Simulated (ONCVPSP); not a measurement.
# Bi: one change to an ONCV potential, before and after

- Element: Bi (Z = 83)
- Generator: ONCVPSP 4.0.1
- Type: optimised norm-conserving Vanderbilt (ONCV)
- Functional: PW91
- Relativity: scalar-relativistic
- Frozen core: [Xe] 4f14
- Valence charge: 15
- Reference configuration: 5d10 6s1.5 6p3.5
- Partial waves: 6s: rc 1.85 bohr, ncon 3, nbas 7, qcut 2.9 1/bohr, 2 projectors, debl 1.2 Ha; 6p: rc 2.55 bohr, ncon 4, nbas 8, qcut 3.5 1/bohr, 2 projectors, debl 2.2 Ha; 5d: rc 1.80 bohr, ncon 4, nbas 9, qcut 8.3 1/bohr, 2 projectors, debl 1.9 Ha
- Local potential: polynomial inside 1.80 bohr (lpopt 5, dvloc0 1 Ha)
- Core correction: Teter function, fcfact 4, rcfact 1.6

All-electron outer shells of the reference configuration (PW91, scalar-relativistic, ld1.x):

```csv
shell,level (eV),outermost node (bohr),outermost maximum (bohr)
4f,-153.58,–,0.34
5p,-96.79,0.48,0.86
5d,-27.94,0.51,1.03
6s,-15.08,0.98,1.86
6p,-4.96,1.14,2.44
```

Change: d: rc 2.62.

Cutoffs: the cutoffs (Ha) at which the residual kinetic energy of the hardest occupied pseudo-wave falls to 1 and 0.1 mHa per electron; they do not see the model core or the augmentation charge, which bear on the density cutoff. Errors are all-electron minus pseudo energies relative to the spin-unpolarised reference configuration.

**Question.** Predict the effect on cutoff, ghosts and configuration errors.

**Answer.** The potential gets neither clearly harder nor softer (32 Ha and 52 Ha → 32 Ha and 52 Ha); the s channel sets the loose cutoff, while the largest relative change is in d, which becomes softer; of the 4 tests that both files solve, the error grows in 0 and shrinks in 1 by more than 15 % and 0.3 meV (median size 16.7 → 7.6 meV); neither file shows a bound ghost.

```csv
quantity,base,changed
"cutoff, loose",32 Ha,32 Ha
"cutoff, tight",52 Ha,52 Ha
loose cutoff by channel,"s 32 Ha, p 5.0 Ha, d 25 Ha","s 32 Ha, p 5.0 Ha, d 19 Ha"
bound ghosts,none,none
GHOST(+) flags under 300 eV,"s at 45.5 eV, p at 105.9 eV","s at 45.5 eV, p at 105.9 eV"
"error for 5d10 6s2 6p3, meV [ΔE -5.01 eV]",-2.0,-2.2
"error for 5d10 6s2 6p2, meV [ΔE 2.96 eV]",-8.1,-8.4
"error for 5d10 6s2 6p1, meV [ΔE 18.29 eV]",-25,-26
"error for 5d9 6s2 6p4, meV [ΔE 19.18 eV]",-143,+6.7
s: phases at 1.88 bohr within 0.05 rad from the reference energy up to (Ha; the scan ends near 5),1.6,1.6
p: phases at 2.58 bohr within 0.05 rad from the reference energy up to (Ha; the scan ends near 5),2.6,2.6
"rms error of d²Exc/dni dnj with the model core, mHa",0.69,0.78
```
